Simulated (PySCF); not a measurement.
Mayer bond orders and bond lengths

Compound: C2H10Cl2OSi3.
SMILES with atom numbers: `[SiH3:1][O:2][Si@H:3]([CH2:4][Cl:5])[SiH2:6][CH2:7][Cl:8]` (hydrogens: H9, H10, H11 on Si1; H12 on Si3; H13, H14 on C4; H15, H16 on Si6; H17, H18 on C7)

Structure used (GFN2-xTB), in Å, numbered top down from 1:
```
atom  x, y, z in Å
Si1   -3.1719   -0.2471   -0.2876
O2    -1.7044   -0.5775    0.3390
Si3   -0.1814   -0.2038    0.7463
C4    -0.1438    1.6700    1.1678
Cl5   -0.6180    2.6000   -0.2802
Si6    1.1721   -0.6738   -1.0661
C7     2.9516   -1.0005   -0.4236
Cl8    3.4543    0.3854    0.5837
H9    -3.6611    0.9927    0.3089
H10   -3.9643   -1.4071    0.1065
H11   -2.9977   -0.1267   -1.7328
H12    0.0071   -0.9056    2.0237
H13   -0.8507    1.9383    1.9503
H14    0.8431    2.0224    1.4560
H15    0.8300   -1.8924   -1.8225
H16    1.3133    0.3986   -2.0618
H17    3.6814   -1.0824   -1.2241
H18    3.0315   -1.8842    0.2049
```

Bond orders from the PBE0/pcSseg-1 density (PySCF). Isolated species at its GFN2-xTB geometry (one conformer only).

Question: How far do the computed orders between heavy atoms stray from the drawn ones?

Answer: The largest departure is 0.177, at Si3–C4 (drawn single, 0.823). Drawn single, order below 0.88: Si3–C4 (0.823) and Si6–C7 (0.843).

Question: Give the Mayer order of every bond, beside its length.

Answer: 
```tsv
bond	drawn as	length (Å)	Mayer order
Si1–O2	single	1.630	0.902
O2–Si3	single	1.620	0.930
Si3–C4	single	1.921	0.823
C4–Cl5	single	1.785	0.947
Si3–Si6	single	2.310	0.901
Si6–C7	single	1.920	0.843
C7–Cl8	single	1.786	0.943
Si1–H9	single	1.460	0.930
Si1–H10	single	1.459	0.928
Si1–H11	single	1.461	0.928
Si3–H12	single	1.470	0.914
C4–H13	single	1.088	0.937
C4–H14	single	1.087	0.932
Si6–H15	single	1.474	0.933
Si6–H16	single	1.470	0.949
C7–H17	single	1.086	0.940
C7–H18	single	1.087	0.936
```

By pair of heavy elements: O–Si: lowest Si1–O2 (0.902, 1.630 Å), highest O2–Si3 (0.930, 1.620 Å). C–Si: lowest Si3–C4 (0.823, 1.921 Å), highest Si6–C7 (0.843, 1.920 Å). C–Cl: all 2 within 0.02 of one another (0.943 to 0.947).

Question: Sum the orders of all bonds at each heavy atom with more than one neighbour and set the sums beside the valence in the SMILES.

Answer: Si1 3.688 (drawn 4), O2 1.832 (drawn 2), Si3 3.568 (drawn 4), C4 3.639 (drawn 4), Si6 3.626 (drawn 4), C7 3.662 (drawn 4). Orders between atoms that aren't bonded are not in these sums.

The Mayer order sums products of elements of PS (density times overlap matrix) between the two atoms' basis functions, so it depends on the basis set.

These values come from a run that also computed NMR shieldings. Hardware: one thread of an Arm Neoverse N1, no GPU, shared host. Cost: 96 s, 1.1 GiB resident at most.
